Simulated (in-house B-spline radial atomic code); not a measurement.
Configurations of the titanium ion Ti⁶⁺, with energies counted from [Ne] 3s2 3p4. Computed with an all-electron radial atomic-structure program (B-spline basis): non-relativistic TPSSh, spin-polarised, spherical fractional occupations, exact exchange averaged over the configuration, point nucleus. Shells without spins written out take the highest spin.

```tsv
configuration	E - E(ref) (eV)	highest orbital	its <r> (bohr)
[Ne] 3s1 3p4 3d1	56.876	3d up	0.9875
[Ne] 3s2 3p3 4p1	76.126	4p up	2.154
[Ne] 3s2 3p3 4d1	88.056	4d up	2.37
[Ne] 3s1 3p4 4p1	100.92	4p up	2.151
```

(1) Order these further configurations by energy, lowest first.
A. [Ne] 3s2 3p3 4s1
B. [Ne] 3s1 3p4 4f1
C. [Ne] 3s1 3p4 4d1
D. [Ne] 3s2 3p3 4f1

Answers

(1) A (68.08 eV), D (96.094 eV), C (112.85 eV), B (120.9 eV).
